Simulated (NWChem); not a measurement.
Species: RbCl; SMILES [Rb][Cl]

All runs: NWChem. def2 effective core potentials on Rb; no spin-orbit coupling. Each level has its own optimisation; frequencies are unscaled.

```
level                                                 r Cl–Rb (Å)  highest harmonic frequency (cm⁻¹)  zero-point energy (kcal/mol)
----------------------------------------------------  -----------  ---------------------------------  ----------------------------
CAM-B3LYP/def2-SVP (core potentials)                        2.815                                249                           0.4
Hartree-Fock/STO-3G (all-electron, non-relativistic)        2.807                                ___                           0.4
BP86/def2-TZVP (core potentials)                            2.856                                223                           0.3
Hartree-Fock/3-21G (all-electron, non-relativistic)         2.984                                204                           0.3
PBE0/def2-SVP (core potentials)                             2.815                                244                           0.3
```

Q: Complete the blanks.

A: 
- Hartree-Fock/STO-3G (all-electron, non-relativistic), highest harmonic frequency (cm⁻¹): 308
